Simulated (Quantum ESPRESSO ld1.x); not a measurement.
Input file for ld1.x (Quantum ESPRESSO 7.5):

```
 &input
    zed=43.0,
    iswitch=1,
    rel=2,
    dft='REVPBE',
    config='[Ar] 3d10 4s2 4p2',
    rel_dist='energy',
    verbosity='high',
    lsmall=.true.,
    prefix='ld1',
    max_out_wfc=37,
    file_charge='ld1.rho',
 /
```

Command: `OMP_NUM_THREADS=1 ld1.x < ld1.in > ld1.out`

Output (excerpt):

```
     Program LD1 v.7.5 starts

     --------------------------- All-electron run ----------------------------

     dirac relativistic calculation

     atomic number is 43.00
     dft =REVPBE   lsd =0 sic =0 latt =0  beta=0.20 tr2=1.0E-14
     Exchange-correlation= REVPBE
                           (   1   4   4   4   0   0   0)
     mesh =2047 r(mesh) = 100.16310 a.u. xmin = -8.00 dx = 0.00800
     1 Ry =  13.60569312 eV, c = 137.03599908

     n l j   nl                  e(Ry)          e(Ha)          e(eV)
     Spin orbit split results
     1 0 0.5 1S 1( 2.00)   -1549.287659605    -774.643829803 -21079.1324558
     2 0 0.5 2S 1( 2.00)    -234.618988590    -117.309494295  -3192.1539596
     2 1 0.5 2P 1( 2.00)    -217.607619382    -108.803809691  -2960.7024905
     2 1 1.5 2P 1( 4.00)    -208.907315417    -104.453657709  -2842.3288247
     3 0 0.5 3S 1( 2.00)     -53.510319466     -26.755159733   -728.0449856
     3 1 0.5 3P 1( 2.00)     -46.968976813     -23.484488406   -639.0454848
     3 1 1.5 3P 1( 4.00)     -45.495461887     -22.747730943   -618.9972929
     3 2 1.5 3D 1( 4.00)     -33.957363154     -16.978681577   -462.0134623
     3 2 2.5 3D 1( 6.00)     -33.671093191     -16.835546595   -458.1185611
     4 0 0.5 4S 1( 2.00)     -18.979709997      -9.489854999   -258.2321098
     4 1 0.5 4P 1( 2.00)     -16.815158073      -8.407579037   -228.7818806
     4 1 1.5 4P 1( 0.00)     -16.506464756      -8.253232378   -224.5818940
     Averaged results
     1 0     1S 1( 2.00)   -1549.287659605    -774.643829803 -21079.1324558
     2 0     2S 1( 2.00)    -234.618988590    -117.309494295  -3192.1539596
     2 1     2P 1( 6.00)    -211.807416739    -105.903708369  -2881.7867133
     3 0     3S 1( 2.00)     -53.510319466     -26.755159733   -728.0449856
     3 1     3P 1( 6.00)     -45.986633529     -22.993316764   -625.6800235
     3 2     3D 1(10.00)     -33.785601176     -16.892800588   -459.6765216
     4 0     4S 1( 2.00)     -18.979709997      -9.489854999   -258.2321098
     4 1     4P 1( 2.00)     -16.609362528      -8.304681264   -225.9818895

     final scf error:  1.6E-15 reached in  33 iterations

     Etot =   -8496.556577 Ry,   -4248.278288 Ha, -115601.541386 eV

     Ekin =    8830.258753 Ry,    4415.129377 Ha,  120141.790796 eV
     Encl =  -20022.050614 Ry,  -10011.025307 Ha, -272413.876345 eV
     Eh   =    2938.743553 Ry,    1469.371777 Ha,   39983.642953 eV
     Exc  =    -243.508270 Ry,    -121.754135 Ha,   -3313.098789 eV
```

Run on one thread of a shared host, so times are rough (Intel(R) Xeon(R) Processor @ 2.60GHz): 0.63 s of CPU time, 0.65 s wall, 33 iterations on 2047 mesh points.
